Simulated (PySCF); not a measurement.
C2H4F2OSi. Atoms are numbered in the order given.

```xyz
10

C     -0.0468    -2.4430     0.0000
C      0.7344    -1.3440     0.0000
Si     0.0234     0.3562     0.0000
O     -1.6264     0.2386     0.0000
F      0.5345     1.2246    -1.2828
F      0.5345     1.2246     1.2828
H     -1.1469    -2.3649     0.0000
H      0.3786    -3.4613     0.0000
H      1.8330    -1.4616     0.0000
H     -2.1273     1.0720     0.0000
```

Geometry: PBE-D3(BJ)/def2-SVP. The structure was generated by enumeration, and PubChem lists no compound with its InChIKey, so it may never have been made. Other conformers were not sampled.

Calculation: PBE-D3(BJ)/def2-SVP (PySCF).

Frequencies are harmonic and unscaled.

Computed harmonic wavenumbers and intensities:
```
mode  ν (cm⁻¹)  IR (km/mol)   moving atoms (share of kinetic energy)
----  --------  -----------  ---------------------------------------
1           56         11.5                   H 41 %, C 40 %, F 14 %
2          130         37.2                           H 45 %, F 43 %
3          164          0.4            O 38 %, C 27 %, H 19 %, F 9 %
4          228         46.7                   H 67 %, F 16 %, C 11 %
5          275          9.5                           F 65 %, C 23 %
6          316         36.9          O 44 %, F 33 %, Si 13 %, H 10 %
7          327         58.4  F 35 %, O 19 %, C 18 %, Si 16 %, H 12 %
8          401         16.3          F 29 %, C 27 %, Si 22 %, H 14 %
9          533         28.9                    H 51 %, C 38 %, F 8 %
10         662          9.4           C 40 %, F 21 %, O 17 %, H 16 %
11         753        112.9                   H 60 %, O 23 %, F 11 %
12         878        239.5                  Si 41 %, F 27 %, H 24 %
13         915        166.9                          F 50 %, Si 49 %
14         944         80.8           Si 33 %, H 28 %, O 28 %, F 9 %
15         967         26.7                           H 72 %, C 28 %
16         988         60.5                  H 62 %, Si 16 %, C 13 %
17        1002         16.0                                   H 94 %
18        1237          4.3                           H 71 %, C 28 %
19        1374         22.8                           H 85 %, C 15 %
20        1626         14.5                           C 87 %, H 13 %
21        3060          8.9                                   H 95 %
22        3087          0.8                            H 92 %, C 8 %
23        3159          2.7                           H 89 %, C 11 %
24        3781        106.6                                   H 94 %
```
